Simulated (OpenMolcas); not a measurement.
# Pr3+: moving or changing the point charges

Pr3+ among 8 point charges of -1 e arranged as a cube (Oh), 2.53 Å from the ion.

- Program: OpenMolcas
- Method: CASSCF
- Basis: ANO-RCC-VDZP [7s6p4d2f1g]
- Scalar Hamiltonian: DKH2, point nucleus
- Active space: 2 electrons in 7 orbitals (4f)
- State averaging: 2S+1 = 3 even, 21 roots; 2S+1 = 1 even, 27 roots kept (CI in the orbitals of an earlier block)
- Spin-orbit coupling: RASSI with atomic mean-field integrals over the reference wave functions

Runs around this geometry, states (labels of O, the rotations of Oh). Energies in cm-1 above the lowest state or level, χT in cm3 K/mol; under a threefold ground state the first gap can be a small split of the lowest multiplet, not the spin-orbit step.

```
R (Å)  Ground state  First state of that spin  First gap with spin-orbit (degeneracies)  Width of lowest J  χT at 300 K
 2.53           3T1                   3E 16.7                              157.1 (3, 2)                209        1.617
 2.78           3T1                   3E 11.3                               97.8 (3, 2)                135        1.635
 2.94           3T1                    3E 8.9                               74.3 (3, 2)                104        1.640
```

Taking the width of the lowest J multiplet as R^-n, n = -ln(104 / 209) / ln(2.94 / 2.53) = 4.6 between the shortest and longest distance.

Point charges carry no covalency, so the field is a model and not that of real ligands. No measured value stands beside these numbers.
